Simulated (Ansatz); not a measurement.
A nudged elastic band was laid between two geometries of ClH3Sn + H4Si (10 atoms, charge 0, multiplicity 1).

These are results of RKS PBE-D4/def2-SVP (Ansatz 0.2.0), not measurements.

- movable images: 7
- climbing image: yes
- spring: 0.1 eV/Å²
- optimiser: quadratic models (default)
- start path: through a guess of the saddle point
- force threshold: 0.03 eV/Å
- iteration limit: 60
- end points: relaxed

Image 0:

```xyz
10
Properties=species:S:1:pos:R:3
Sn -0.320 -0.640 -0.162
H -0.610 -1.027 1.492
H 1.354 -0.501 -0.544
Cl -1.271 1.519 -0.511
H -1.161 -1.687 -1.242
Si 1.358 2.975 1.432
H 2.494 3.575 2.219
H 1.672 3.077 -0.031
H 0.089 3.707 1.763
H 1.233 1.527 1.825
```

Image 8:

```xyz
10
Properties=species:S:1:pos:R:3
Sn 0.243 0.512 -0.614
H -0.005 -0.057 2.883
H 1.412 -0.138 -1.712
Cl -1.479 1.437 -1.989
H -0.517 -0.767 0.270
Si 1.075 2.503 0.806
H 2.235 2.080 1.666
H 1.515 3.598 -0.124
H -0.046 2.992 1.676
H 0.403 0.366 3.379
```

Q: What changes between the two ends?

A: Bonds broken: Sn1–H2, Si6–H10. Bonds formed: Sn1–Si6, H2–H10. ClH3Sn + H4Si becomes ClH5SiSn + H2.

Q: What energy profile does the band end with?

A: It converged. The highest image is number 4 of 0 to 8, 2.41 eV above the first end and 2.49 eV above the last; the last end lies 0.07 eV below the first. Beside the main top the profile has a ripple of under 15 meV (maxima at images 4, 7), which may be a very shallow well or noise. Neighbouring images differ by up to 2.4 eV, so the band resolves the path poorly. Another band between the same ends (7 images) ends at a top of the same energy, where a vibrational analysis finds 1 clearly imaginary mode. The orbitals stay closed-shell, which can raise the energy where a bond breaks towards radicals; this wasn't checked here.

```csv
image,path coordinate (Å),energy (eV),Sn1–H2 (Å),Si6–H10 (Å),Sn1–Si6 (Å)
0,0.00,0.00,1.72,1.51,4.29
1,1.47,0.00,1.72,1.50,4.49
2,2.92,0.05,1.72,1.50,4.31
3,4.19,0.64,1.74,1.50,3.63
4,5.46,2.41,1.98,1.85,2.92
5,6.79,0.06,2.77,2.79,2.59
6,8.11,-0.07,3.40,3.81,2.58
7,9.44,-0.07,3.54,3.56,2.58
8,10.77,-0.07,3.55,3.41,2.58
```

Q: What is the geometry of the highest image?

A: 
```xyz
10
Properties=species:S:1:pos:R:3:forces:R:3
Sn 0.028 0.088 -0.067 0.00 0.00 0.00
H 1.026 -0.571 1.516 0.00 0.00 0.00
H 1.241 -0.554 -1.090 0.00 0.00 0.00
Cl -0.893 1.834 -1.556 0.00 0.00 0.00
H -1.425 -0.515 0.607 0.00 0.00 0.00
Si 0.898 2.545 1.247 0.00 0.00 0.00
H 1.707 2.603 2.523 0.00 0.00 0.00
H 1.686 3.177 0.140 0.00 0.00 0.00
H -0.426 3.209 1.478 0.00 0.00 0.00
H 0.997 0.709 1.443 0.00 0.00 0.00
```

Time of the run: 7.6 min on 2 threads of Intel(R) Xeon(R) Platinum 8259CL CPU @ 2.50GHz (Skylake/Cascade Lake) (shared host), peak memory 0.16 GiB.
